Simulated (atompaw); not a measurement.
## What one change does to a pseudopotential (silver, PAW (atompaw))

atompaw 4.2.0.5 input, output lines left out:

```
Ag 47
GGA-PBESOL scalarrelativistic loggrid 1500 logderivrange -3 5 201
5 5 4 0 0 0
5 0 1
5 1 0
0 0 0
c
c
c
c
v
c
c
c
v
c
v
2
3.00 2.60 2.80 2.35
y
0.1
n
y
1.75
n
y
1.6
n
custom polynom2 7 10 vanderbiltortho besselshape
3 0 troulliermartins
3.00
3.00
3.00
3.00
3.00
3.00
```

All-electron outer shells of the reference configuration (PBEsol, scalar-relativistic, ld1.x):

```csv
shell,level (eV),outermost node (bohr),outermost maximum (bohr)
4s,-94.97,0.44,0.82
4p,-58.51,0.44,0.87
4d,-7.45,0.43,1.04
5s,-4.42,1.11,2.49
5p,-0.67,1.25,3.76
```

Change: local potential troulliermartins scheme with l = 3 at 0 Ry, radius 1.28 bohr.

Cutoffs: the cutoffs (Ry, on a coarse ladder) from which the occupation-weighted sum of valence levels, in a spherical-Bessel basis at the reference potential, stays within 10 and 1 mRy of its value at 400 Ry; they do not see the model core or the augmentation charge, which bear on the density cutoff.

What does the change do?

The potential gets neither clearly harder nor softer (21 Ry and 45 Ry → 21 Ry and 45 Ry); a bound ghost appears in p, s, which as a rule spoils a file; the range in which the d phases agree narrows (upper end 3.8 → 0.3). A state that the projectors do not describe sees the local part alone, so a deeper or shallower local part can create or remove a ghost.

| quantity | base | changed |
| --- | --- | --- |
| cutoff, loose | 21 Ry | 21 Ry |
| cutoff, tight | 45 Ry | 45 Ry |
| bound ghosts | none | s, p |
| s: phases at 3.00 bohr within 0.05 rad from the reference energy up to (Ry; the scan ends near 5) | 1.3 | 0.8 |
| p: phases at 3.00 bohr within 0.05 rad from the reference energy up to (Ry; the scan ends near 5) | 3.4 | 3.6 |
| d: phases at 3.00 bohr within 0.05 rad from the reference energy up to (Ry; the scan ends near 5) | 3.8 | 0.3 |
| lowest overlap eigenvalue by channel | s 0.88, p 0.89, d 1.00 | s 0.72, p 0.87, d 1.00 |

 A true bound ghost makes a file unfit for plane-wave use even where its test errors are small: the radial tests pick states by their node count and pass the ghost by. The cutoffs see the waves, projectors and local potential, not the compensation charge or the core.
